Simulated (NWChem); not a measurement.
Everything below was run with NWChem. System: HI, charge 0, spin multiplicity 1, displaced from the optimised geometry.

Job file:

```
start mol
memory heap 200 mb stack 900 mb global 1100 mb
geometry units angstroms nocenter noautoz noautosym
  I      0.000000     0.000000     2.479435
  H      0.000000     0.000000    -1.602562
end
basis spherical
  * library def2-svp
end
ecp
  I library def2-ecp
end
dft
  xc xpbe96 cpbe96
  semidirect memsize 60000000 filesize 0
  iterations 100
end
task dft energy
```

The output up to the point where the run's verdict is printed (cleaned and shortened):

```
             Northwest Computational Chemistry Package (NWChem) 7.3.0
             --------------------------------------------------------

                                NWChem Input Module
                                -------------------

 Scaling coordinates for geometry "geometry" by  1.889725989
 (inverse scale =  0.529177249)

                             Geometry "geometry" -> ""
                             -------------------------

 Output coordinates in angstroms (scale by  1.889725989 to convert to a.u.)

  No.       Tag          Charge          X              Y              Z
 ---- ---------------- ---------- -------------- -------------- --------------
    1 I                   53.0000     0.00000000     0.00000000     2.47943500
    2 H                    1.0000     0.00000000     0.00000000    -1.60256200

 Effective nuclear repulsion energy (a.u.)       6.8707532605

            Nuclear Dipole moment (a.u.)
            ----------------------------
        X                 Y               Z
 ---------------- ---------------- ----------------
     0.0000000000     0.0000000000   245.3005930345


 Summary of "ao basis" -> "" (spherical)
 ------------------------------------------------------------------------------
       Tag                 Description            Shells   Functions and Types
 ---------------- ------------------------------  ------  ---------------------
 *                          def2-svp                  on all atoms

 Summary of "ao basis" -> "ao basis" (spherical)
 ------------------------------------------------------------------------------
       Tag                 Description            Shells   Functions and Types
 ---------------- ------------------------------  ------  ---------------------
 I                          def2-svp                10       26   4s4p2d
 H                          def2-svp                 3        5   2s1p

 Summary of "ao basis" -> "ao basis" (spherical)
 ------------------------------------------------------------------------------
       Tag                 Description            Shells   Functions and Types
[...]
 d= 0,ls=0.5,diis    52   -298.0014856735  1.29D-03  8.80D-04  2.07D-01     4.3
 d= 0,ls=0.5,diis    53   -297.9942227810  7.26D-03  7.53D-04  2.12D-01     4.4
 d= 0,ls=0.5,diis    54   -297.9975032181 -3.28D-03  5.53D-04  2.03D-01     4.5
 d= 0,ls=0.5,diis    55   -298.0013331850 -3.83D-03  8.31D-04  1.97D-01     4.5
 d= 0,ls=0.5,diis    56   -298.0078289336 -6.50D-03  2.55D-04  1.89D-01     4.6
 d= 0,ls=0.5,diis    57   -298.0078591850 -3.03D-05  4.84D-03  1.91D-01     4.7
 d= 0,ls=0.5,diis    58   -298.0441518558 -3.63D-02  3.19D-03  1.38D-01     4.8
 d= 0,ls=0.5,diis    59   -298.0664989329 -2.23D-02  1.76D-03  1.01D-01     4.8
 d= 0,ls=0.5,diis    60   -298.0614734865  5.03D-03  9.17D-04  1.18D-01     4.9
 d= 0,ls=0.5,diis    61   -298.0569153534  4.56D-03  2.46D-04  1.29D-01     5.0
 d= 0,ls=0.5,diis    62   -298.0554000775  1.52D-03  4.88D-04  1.32D-01     5.1
 d= 0,ls=0.5,diis    63   -298.0520334120  3.37D-03  1.50D-03  1.39D-01     5.2
 d= 0,ls=0.5,diis    64   -298.0412827634  1.08D-02  2.21D-03  1.59D-01     5.3
 d= 0,ls=0.5,diis    65   -298.0555595300 -1.43D-02  3.80D-03  1.29D-01     5.4
 d= 0,ls=0.5,diis    66   -298.0793679504 -2.38D-02  1.26D-03  7.99D-02     5.5
 d= 0,ls=0.5,diis    67   -298.0855698117 -6.20D-03  1.37D-03  6.83D-02     5.6
 d= 0,ls=0.5,diis    68   -298.0811313796  4.44D-03  5.38D-04  8.24D-02     5.7
 d= 0,ls=0.5,diis    69   -298.0785680153  2.56D-03  5.42D-04  8.93D-02     5.8
 d= 0,ls=0.5,diis    70   -298.0755104128  3.06D-03  5.99D-04  9.66D-02     5.9
 d= 0,ls=0.5,diis    71   -298.0718185634  3.69D-03  5.68D-04  1.05D-01     5.9
 d= 0,ls=0.5,diis    72   -298.0746215915 -2.80D-03  1.17D-03  9.73D-02     6.0
 d= 0,ls=0.5,diis    73   -298.0812627004 -6.64D-03  2.76D-04  8.15D-02     6.1
 d= 0,ls=0.5,diis    74   -298.0822594287 -9.97D-04  3.99D-03  8.00D-02     6.2
 d= 0,ls=0.5,diis    75   -298.0595318881  2.27D-02  1.08D-03  1.37D-01     6.3
 d= 0,ls=0.5,diis    76   -298.0531947937  6.34D-03  1.00D-03  1.45D-01     6.4
 d= 0,ls=0.5,diis    77   -298.0570891230 -3.89D-03  2.15D-04  1.33D-01     6.5
 d= 0,ls=0.5,diis    78   -298.0573832992 -2.94D-04  1.54D-04  1.31D-01     6.6
 d= 0,ls=0.5,diis    79   -298.0580901493 -7.07D-04  2.75D-04  1.29D-01     6.7
 d= 0,ls=0.5,diis    80   -298.0562507891  1.84D-03  6.46D-05  1.33D-01     6.8
 d= 0,ls=0.5,diis    81   -298.0560651722  1.86D-04  8.16D-05  1.33D-01     6.9
 d= 0,ls=0.5,diis    82   -298.0559690471  9.61D-05  3.33D-04  1.33D-01     7.0
 d= 0,ls=0.5,diis    83   -298.0540983792  1.87D-03  3.13D-04  1.38D-01     7.0
 d= 0,ls=0.5,diis    84   -298.0561357770 -2.04D-03  5.47D-03  1.34D-01     7.1
 d= 0,ls=0.5,diis    85   -298.0173362151  3.88D-02  1.56D-03  2.10D-01     7.2
 d= 0,ls=0.5,diis    86   -298.0095483921  7.79D-03  1.16D-03  2.08D-01     7.3
 d= 0,ls=0.5,diis    87   -298.0117943790 -2.25D-03  1.53D-03  1.96D-01     7.4
 d= 0,ls=0.5,diis    88   -298.0220764602 -1.03D-02  2.33D-03  1.78D-01     7.5
 d= 0,ls=0.5,diis    89   -298.0046205251  1.75D-02  3.95D-04  2.04D-01     7.6
 d= 0,ls=0.5,diis    90   -298.0039023640  7.18D-04  1.14D-03  2.02D-01     7.7
 d= 0,ls=0.5,diis    91   -298.0112713695 -7.37D-03  1.07D-03  1.89D-01     7.8
 d= 0,ls=0.5,diis    92   -298.0195042747 -8.23D-03  1.05D-03  1.77D-01     7.8
 d= 0,ls=0.5,diis    93   -298.0277873595 -8.28D-03  1.50D-03  1.67D-01     7.9
 d= 0,ls=0.5,diis    94   -298.0394279196 -1.16D-02  2.13D-03  1.51D-01     8.0
 d= 0,ls=0.5,diis    95   -298.0254280557  1.40D-02  2.77D-03  1.78D-01     8.1
 d= 0,ls=0.5,diis    96   -298.0043118204  2.11D-02  2.50D-03  2.09D-01     8.2
 d= 0,ls=0.5,diis    97   -297.9833608613  2.10D-02  1.77D-03  2.29D-01     8.4
 d= 0,ls=0.5,diis    98   -297.9693092827  1.41D-02  3.11D-03  2.32D-01     8.5
 d= 0,ls=0.5,diis    99   -297.9888927679 -1.96D-02  2.39D-03  2.00D-01     8.6
 d= 0,ls=0.5,diis   100   -298.0074524165 -1.86D-02  1.39D-03  1.79D-01     8.7
```

Convergence was not reached. The next line reads: Calculation failed to converge. NWChem stopped with the message: dft energy failed.
